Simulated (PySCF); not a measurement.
In(Cl)(Br)2, SMILES [Cl][In]([Br])[Br] (Br2ClIn) (CAM-B3LYP/def2-SVP optimised geometry):

```
4

In    -0.587     0.034     0.000
Cl    -1.722     2.060     0.000
Br    -1.865    -2.060     0.003
Br     1.865     0.034     0.000
```

Method: PySCF with CAM-B3LYP/def2-TZVP, def2 effective core potentials past Kr.

What are the frontier orbital energies and the dipole moment?

HOMO-2 -10.29 eV, HOMO-1 -10.29 eV, HOMO -10.16 eV, LUMO -2.18 eV, LUMO+1 -1.11 eV; dipole moment 0.47 D.
